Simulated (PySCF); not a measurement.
Levels of Pt⁴⁷⁺ from EOM-EA-GCCSD

Reference: closed-shell Pt⁴⁸⁺, [Ar] 3d10 4s2; one electron is added. Calculated with PySCF 2.14, two-component X2C-1e with screened spin-orbit coupling, an even-tempered Gaussian basis (18 s from 2.9 bohr⁻², ratio 2.6; 15 p from 3.8 bohr⁻², ratio 2.6; 10 d from 3.8 bohr⁻², ratio 2.6; 6 f from 3.9 bohr⁻², ratio 2.8); frozen [Ar]; the 92 highest virtual spinors dropped; of the others 68 kept and the rest restored at second order. No Breit or QED terms. Binding energies in eV.

```csv
level,Koopmans,second order,EOM-CCSD
4p1/2,2602.8,2604.4,2604.1
4p3/2,2471.6,2473.5,2473.5
```

For comparison, the ionisation energy of Pt⁴⁷⁺ is 2603 ± 4 eV (theoretical estimate listed by NIST; NIST Atomic Spectra Database, ionization energies).
